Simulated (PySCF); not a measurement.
**Radial density of Sr²⁺ (strontium, charge +2)**

BP86, [Kr], closed-shell 1S. Computed with PySCF 2.14 in Sapporo-DKH3-DZP-2012 (7s6p2d, 35 functions), with the spin-free X2C one-electron Hamiltonian (Gaussian nucleus).

```csv
r (bohr),4πr²ρ (e/bohr)
0.0275,47.65
0.0463,40.89
0.0778,45.17
0.131,57.05
0.220,35.19
0.370,41.05
0.623,22.76
1.05,7.766
1.76,4.407
2.96,0.3455
4.99,0.001772
```

Densities and radii are taken from the X2C orbitals without a picture-change correction, which distorts them close to the nucleus.
